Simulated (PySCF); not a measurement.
A calculated (M06-L, PySCF 2.14, x2c-TZVPall, the spin-free X2C one-electron Hamiltonian (Gaussian nucleus)) atom or ion has these occupied shells.

```csv
shell,electrons,orbital energy (eV),"rms radius, mean of both spins (bohr)"
1s α,1,-3970.7,0.0889
1s β,1,-3970.7,0.0889
2s α,1,-429.08,0.394
2s β,1,-429.06,0.394
2p α,3,-346.15,0.364
2p β,3,-346.13,0.364
3s α,1,-56.010,1.24
3s β,1,-55.911,1.24
3p α,3,-35.735,1.37
3p β,3,-35.650,1.37
4s α,1,-9.176,3.80
```

Q: Name the element and its charge.

A: Ca⁺ (calcium, charge +1), in [Ar] 4s1, 2S determinant.
